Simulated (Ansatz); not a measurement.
`[OH][Ti]([OH])([OH])[Cl]`. Charge 0, multiplicity 1.

```json
{"atom": "O1", "x (Å)": "1.4925", "y (Å)": "0.2495", "z (Å)": "0.7930"}
{"atom": "Ti2", "x (Å)": "-0.1090", "y (Å)": "-0.1677", "z (Å)": "0.1382"}
{"atom": "O3", "x (Å)": "-1.3297", "y (Å)": "0.8788", "z (Å)": "0.9155"}
{"atom": "O4", "x (Å)": "-0.1696", "y (Å)": "0.0687", "z (Å)": "-1.6256"}
{"atom": "Cl5", "x (Å)": "-0.5080", "y (Å)": "-2.3082", "z (Å)": "0.5699"}
{"atom": "H6", "x (Å)": "2.2915", "y (Å)": "-0.2472", "z (Å)": "0.9744"}
{"atom": "H7", "x (Å)": "-2.1317", "y (Å)": "1.2564", "z (Å)": "0.5493"}
{"atom": "H8", "x (Å)": "0.4641", "y (Å)": "0.2697", "z (Å)": "-2.3147"}
```

List the harmonic frequencies (cm⁻¹, unscaled) at PBE0-D4/def2-TZVP in Ansatz. (Best estimate.)

The calculation gave: 135, 141, 163, 188, 198, 215, 251, 273, 374, 411, 461, 477, 754, 799, 814, 3915, 3929, 3939.

Is this a minimum?

Yes, all 18 modes are real.

Give the ideal-gas thermochemistry at 298.15 K and 1 bar (rigid rotor, harmonic oscillator; point group C1, symmetry number 1).

Zero-point energy 104.3 kJ/mol; H(298) − E = 129.8 kJ/mol; entropy 377.4 J/(mol·K), of which translation 170.0, rotation 115.4, vibration 92.0; G(298) − E = 17.3 kJ/mol.

And at 400, 500, 600, 800 and 1000 K?


```csv
T (K),H − E (kJ/mol),S (J/mol/K),G − E (kJ/mol)
400,143.3,416.3,-23.2
500,157.4,447.7,-66.4
600,172.0,474.3,-112.6
800,202.1,517.6,-211.9
1000,233.1,552.1,-319.0
```
